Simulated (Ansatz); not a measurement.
Born–Oppenheimer molecular dynamics of CH$_{5}$BOS (9 atoms, charge 0, multiplicity 1). It goes on from the last frame of an earlier run, with new velocities.

These are results of Ansatz 0.2.0, RKS B3LYP-D4/6-31G*, not measurements.

```yaml
ensemble: NVT, Nosé–Hoover chain
time_step: 0.5 fs
steps_asked: 150
set_temperature: 50 K
thermostat: time constant 100 fs, chain length 5
seed: 634786
```

First frame:

```xyz
9
Properties=species:S:1:pos:R:3
C 0.241 0.880 -0.704
B 0.106 -0.469 0.138
O 0.872 -1.539 -0.192
S -1.096 -0.691 1.538
H -0.661 1.001 -1.334
H 0.294 1.776 -0.053
H 1.130 0.838 -1.348
H 0.698 -2.309 0.357
H -1.516 0.567 1.651
```

(1) How far do the bonds stretch over the last three quarters of this one trajectory? (Pairs bonded in most of those frames.)

Results:

(1) 
| bond | mean (Å) | spread (Å) | shortest | longest |
| --- | --- | --- | --- | --- |
| C1–B2 | 1.572 | 0.017 | 1.55 | 1.61 |
| C1–H5 | 1.099 | 0.003 | 1.09 | 1.10 |
| C1–H6 | 1.096 | 0.007 | 1.08 | 1.11 |
| C1–H7 | 1.095 | 0.017 | 1.07 | 1.12 |
| B2–O3 | 1.362 | 0.004 | 1.36 | 1.37 |
| B2–S4 | 1.851 | 0.019 | 1.83 | 1.89 |
| O3–H8 | 0.970 | 0.008 | 0.96 | 0.98 |
| S4–H9 | 1.348 | 0.013 | 1.33 | 1.37 |

Mean temperature of the second half: 40 K. The conserved energy stayed within 0.03 meV per atom of its start (net change -0.004 meV per atom), so the integration is sound. The mean temperature of the second half is 20 % below the set value. A run of 0.075 ps of so small a system gives no equilibrium averages.

Run time: 6.8 min on 1 thread of Arm Neoverse V1, on a shared host, peak memory 0.14 GiB.
